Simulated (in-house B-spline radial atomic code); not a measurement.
A fraction x of an electron is removed from 5p in Xe II (Xe+), starting from [Kr] 4d10 5s2 5p5 and keeping the highest spin. Computed with a B-spline radial code for spherical atoms: non-relativistic r2SCAN0, spin-polarised, spherical fractional occupations, point nucleus.

Caution: exact exchange at fractional occupations of open shells leaves self-interaction of up to several eV.

```csv
x,E(x) - E(0) (eV),5p down level (eV)
0,0.0000,-17.271
0.06,1.0502,-17.737
0.18,3.2348,-18.674
0.36,6.7233,-20.090
0.41,7.7377,-20.486
0.5,9.6135,-21.200
0.51,9.8259,-21.280
0.63,12.4368,-22.237
0.77,15.6285,-23.359
0.92,19.2229,-24.567
1,21.2141,-25.214
```

The exact functional would give a straight line between the two integer points. Deviations E(x) - E(0) - x[E(1) - E(0)], in eV: -0.223 at x = 0.06, -0.584 at x = 0.18, -0.914 at x = 0.36, -0.96 at x = 0.41, -0.994 at x = 0.5, -0.993 at x = 0.51, -0.928 at x = 0.63, -0.706 at x = 0.77, -0.294 at x = 0.92.

The curve lies below the straight line by up to 0.994 eV (at x = 0.5): convex, the delocalisation error, to which spherically averaged exact exchange adds.

Problem. How well does Slater's transition state (minus the level at half occupation) give the ionisation energy?

Solution. It gives 21.200 eV against 21.214 eV from the two total energies; NIST lists 20.98 eV, ground level to ground level. The end point has an open shell averaged over its orbitals, so its exact exchange keeps a self-interaction and this is no true integer point.
